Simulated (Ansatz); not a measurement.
Born–Oppenheimer molecular dynamics of C$_{2}$H$_{6}$SSi (10 atoms, charge 0, multiplicity 1). It starts from a relaxed structure.

All numbers below come from RKS BLYP-D4/STO-3G (Ansatz 0.2.0).

- ensemble: NVT, Langevin thermostat
- time step: 0.5 fs
- steps asked: 400
- set temperature: 300 K
- friction: 0.01 /fs
- seed: 503008

Frames 5 fs apart, positions in Å.

Velocities at 60.0 fs (Å/ps):

```
C -0.62 -4.22 2.33
C 0.55 2.34 2.78
S -3.07 3.73 2.38
Si -0.31 -1.75 0.28
H -0.28 21.49 -6.30
H 0.89 6.10 -14.30
H 7.38 3.62 -5.50
H -4.00 2.51 18.45
H 8.47 -2.40 -15.82
H -18.40 -12.80 6.66
```

```xyz
10
Properties=species:S:1:pos:R:3 time_fs=60.0 energy_less_start_eV=0.173 T=143
C -0.443 0.363 -0.560
C -0.225 -1.183 -0.307
S 1.184 -1.160 0.893
Si 0.678 0.925 0.853
H -0.047 0.642 -1.559
H -1.485 0.622 -0.528
H -1.127 -1.504 0.141
H -0.058 -1.754 -1.220
H -0.005 1.467 2.046
H 1.741 1.841 0.472
10
Properties=species:S:1:pos:R:3 time_fs=65.0 energy_less_start_eV=0.239 T=124
C -0.440 0.350 -0.558
C -0.225 -1.164 -0.289
S 1.172 -1.145 0.903
Si 0.672 0.915 0.854
H -0.052 0.752 -1.518
H -1.520 0.689 -0.564
H -1.208 -1.598 0.178
H -0.048 -1.817 -1.201
H 0.020 1.470 1.986
H 1.717 1.819 0.481
10
Properties=species:S:1:pos:R:3 time_fs=70.0 energy_less_start_eV=0.221 T=156
C -0.448 0.366 -0.572
C -0.249 -1.164 -0.277
S 1.163 -1.133 0.920
Si 0.666 0.908 0.851
H -0.010 0.736 -1.519
H -1.478 0.697 -0.531
H -1.108 -1.639 0.142
H -0.005 -1.778 -1.143
H -0.038 1.526 2.011
H 1.773 1.860 0.459
10
Properties=species:S:1:pos:R:3 time_fs=75.0 energy_less_start_eV=0.217 T=201
C -0.450 0.397 -0.592
C -0.264 -1.174 -0.289
S 1.163 -1.129 0.939
Si 0.663 0.922 0.852
H 0.010 0.635 -1.575
H -1.528 0.723 -0.492
H -1.192 -1.694 0.200
H 0.099 -1.745 -1.212
H -0.044 1.528 1.972
H 1.706 1.819 0.494
10
Properties=species:S:1:pos:R:3 time_fs=80.0 energy_less_start_eV=0.184 T=239
C -0.460 0.418 -0.600
C -0.274 -1.187 -0.308
S 1.171 -1.131 0.959
Si 0.660 0.941 0.847
H -0.074 0.544 -1.626
H -1.500 0.744 -0.565
H -1.161 -1.653 0.117
H 0.069 -1.671 -1.214
H -0.061 1.527 1.961
H 1.782 1.874 0.490
10
Properties=species:S:1:pos:R:3 time_fs=85.0 energy_less_start_eV=0.198 T=205
C -0.467 0.415 -0.597
C -0.254 -1.170 -0.318
S 1.176 -1.130 0.985
Si 0.666 0.960 0.839
H -0.126 0.605 -1.641
H -1.537 0.789 -0.620
H -1.204 -1.684 0.068
H -0.013 -1.718 -1.289
H -0.109 1.520 1.991
H 1.784 1.861 0.518
10
Properties=species:S:1:pos:R:3 time_fs=90.0 energy_less_start_eV=0.173 T=240
C -0.475 0.404 -0.597
C -0.232 -1.156 -0.325
S 1.169 -1.133 1.013
Si 0.673 0.977 0.836
H -0.104 0.710 -1.581
H -1.508 0.730 -0.566
H -1.150 -1.637 0.064
H -0.024 -1.750 -1.241
H -0.065 1.489 1.934
H 1.743 1.858 0.538
10
Properties=species:S:1:pos:R:3 time_fs=95.0 energy_less_start_eV=0.205 T=217
C -0.472 0.395 -0.588
C -0.209 -1.136 -0.323
S 1.154 -1.132 1.035
Si 0.677 0.986 0.833
H -0.085 0.792 -1.564
H -1.572 0.659 -0.478
H -1.133 -1.572 0.150
H 0.086 -1.743 -1.217
H -0.084 1.530 1.986
H 1.821 1.966 0.500
10
Properties=species:S:1:pos:R:3 time_fs=100.0 energy_less_start_eV=0.124 T=338
C -0.451 0.406 -0.567
C -0.180 -1.124 -0.303
S 1.133 -1.123 1.054
Si 0.685 0.993 0.839
H -0.146 0.783 -1.541
H -1.494 0.608 -0.411
H -1.101 -1.571 0.143
H 0.165 -1.700 -1.203
H -0.050 1.565 1.981
H 1.736 1.921 0.505
10
Properties=species:S:1:pos:R:3 time_fs=105.0 energy_less_start_eV=0.132 T=316
C -0.417 0.413 -0.538
C -0.143 -1.127 -0.287
S 1.111 -1.105 1.075
Si 0.690 0.995 0.845
H -0.183 0.731 -1.597
H -1.530 0.607 -0.341
H -1.097 -1.646 0.004
H 0.159 -1.664 -1.210
H 0.010 1.600 1.952
H 1.746 1.913 0.458
10
Properties=species:S:1:pos:R:3 time_fs=110.0 energy_less_start_eV=0.227 T=283
C -0.402 0.409 -0.513
C -0.117 -1.141 -0.282
S 1.096 -1.087 1.100
Si 0.703 0.995 0.853
H -0.203 0.642 -1.557
H -1.431 0.618 -0.329
H -1.054 -1.723 -0.052
H 0.266 -1.611 -1.231
H 0.020 1.679 1.996
H 1.833 1.930 0.407
10
Properties=species:S:1:pos:R:3 time_fs=115.0 energy_less_start_eV=0.221 T=276
C -0.398 0.394 -0.498
C -0.102 -1.161 -0.302
S 1.087 -1.069 1.137
Si 0.723 1.011 0.861
H -0.158 0.656 -1.556
H -1.502 0.681 -0.333
H -0.983 -1.778 -0.037
H 0.434 -1.522 -1.192
H 0.063 1.722 1.941
H 1.770 1.820 0.450
```

Of the whole run (200 fs, mean temperature of the second half 341 K): The mean temperature of the second half is 14 % above the set value. A run of 0.2 ps of so small a system gives no equilibrium averages. Limits of this set-up: minimal basis.

Time of the run: 8.7 min on 1 thread of Arm Neoverse V1, with other jobs on the host, peak memory 0.077 GiB.
